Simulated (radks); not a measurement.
Values are calculated unless marked as measured or tabulated.
Q: Coulomb parameter of the 4f shell of neutral neodymium in the model configuration [Xe] 4f3 6s2 6p1, as a second difference U = [E(n + 0.5) + E(n - 0.5) - 2 E(n)] / (0.5)^2 with all orbitals relaxed. "Bare": the charge of the atom changes with n. "Screened": the 6p shell takes up the change at fixed total charge, which measures U(4f,4f) + U(6p,6p) - 2 U(4f,6p). Level of theory: scalar-relativistic Kohn-Sham, r2SCAN, spin-unpolarised, spherical densities, finite nucleus; meta-GGA in the generalised Kohn-Sham scheme; Fermi nuclear charge, rms radius 4.9123 fm (a radial shooting solver on a logarithmic mesh with Libxc functionals). Estimate both.

A: U(bare) = 13.879 eV, U(screened by 6p) = 8.359 eV, against the Slater integral F0(4f,4f) = 25.709 eV with frozen orbitals. The step up makes a negative ion, whose loosely bound charge lowers the bare value.
